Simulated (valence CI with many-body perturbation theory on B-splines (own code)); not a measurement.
## Level structure of Tl XLIX

Computed by relativistic CI+MBPT: five valence electrons over a frozen Dirac-Fock core [Ar] 3d10, a basis of 9 s, 9 p, 8 d, 6 f, 3 g, 1 h functions for each j, with the one-electron correlation potential Σ1 (screened to all orders), the two-electron term Σ2, the three-electron term Σ3, Breit, model QED; selected single and double excitations, second order for the rest (own B-spline code, finite nucleus).

No measured spectrum was set against this ion. As an estimate, large intervals hold to a few tenths of a per cent, small ones and those within an open d or f shell to about a per cent. Among the levels kept, up to 350 cm⁻¹ of a level comes from second order outside the variational space, and about a tenth of that is noise between levels of different J, which matters for small intervals.

Levels 46 to 54 of 54, with energies above the lowest level, (4s^2 4p1/2^2 4p3/2) J=3/2. "Leading %" is the weight of the configuration and term that name the level; weights of strongly mixed levels are sums over their largest components and can fall short. In the jj column 3d3/2^4 stands for four electrons in 3d with j = 3/2. Lifetimes count E1, E2, E3, M1 and M2 decay at the calculated energies, and are blank where another channel may lead or the interval is too uncertain; long ones can be off by a factor of two.

```tsv
No.	Configuration	Term	J	E (eV)	Leading %	Lifetime	g	Second component	Leading jj
46	4s4p³4d	⁴D°	7/2	497.90	28	959 fs	1.197	24 % 4s4p³4d ²F°	4s 4p1/2^2 4p3/2 4d5/2 (90 %)
47	4s²4p²4d	²F	7/2	499.03	47	485 fs	1.114	24 % 4s²4p²4d ²G	4s^2 4p3/2^2 4d3/2 (96 %)
48	4s4p³4d	²P°	1/2	502.29	47	1.94 ps	0.635	36 % 4s4p³4d ⁴D°	4s 4p1/2^2 4p3/2 4d5/2 (94 %)
49	4s4p³4d	²P°	3/2	505.34	26	942 fs	1.344	14 % 4s4p³4d ⁴P°	4s 4p1/2^2 4p3/2 4d5/2 (91 %)
50	4s4p³4d	²D°	5/2	507.93	27	794 fs	1.075	13 % 4s4p³4d ²F°	4s 4p1/2^2 4p3/2 4d5/2 (86 %)
51	4s²4p²4d	²D	3/2	508.77	69	463 fs	0.849	10 % 4s²4p²4d ⁴F	4s^2 4p3/2^2 4d3/2 (94 %)
52	4s²4p4d²	⁴G°	5/2	510.60	47	880 fs	0.765	32 % 4s²4p4d² ²F°	4s^2 4p1/2 4d3/2^2 (89 %)
53	4s²4p²4d	²F	7/2	515.74	52	49.5 ps	1.233	37 % 4s²4p²4d ⁴D	4s^2 4p3/2^2 4d5/2 (98 %)
54	4s²4p²4d	⁴F	9/2	516.90	62	23.2 ns	1.244	37 % 4s²4p²4d ²G	4s^2 4p3/2^2 4d5/2 (99 %)
```
